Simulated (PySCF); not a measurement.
## Tin: a sound run and one with changed settings

Sound run: Sn [Kr] 4d10 5s2 5p2, Sn⁺ [Kr] 4d10 5s2 5p1. Computed with PySCF 2.14 in cc-pVDZ-PP with ECP28MDF (4s3p2d, 23 functions), with scalar relativity through the core potential. The sound run starts from symmetry-adapted Hartree-Fock orbitals and uses a fine grid where one is needed.

Changed run: basis STO-3G, all-electron and non-relativistic. This setting is unsound on purpose.

```csv
species,method,sound run (hartree),changed run (hartree),converged
Sn,UHF,-213.33481,-5963.20613,yes
Sn,B3LYP,-214.32090,-5965.17865,yes
Sn,MN15,-213.78363,-5961.46367,yes
Sn⁺,UHF,-213.08277,-5963.08043,yes
Sn⁺,B3LYP,-214.05411,-5965.02600,yes
Sn⁺,MN15,-213.51491,-5961.31995,yes
```

Ionisation energy of Sn:

```
method  sound run (eV)  changed run (eV)
   UHF           6.858             3.421
 B3LYP           7.260             4.154
  MN15           7.312             3.911
```

A minimal basis cannot let orbitals breathe on ionisation and holds almost no correlation. The Hamiltonian changed with the basis, so the totals do not compare.

For comparison, NIST gives 7.344 eV between the lowest levels.
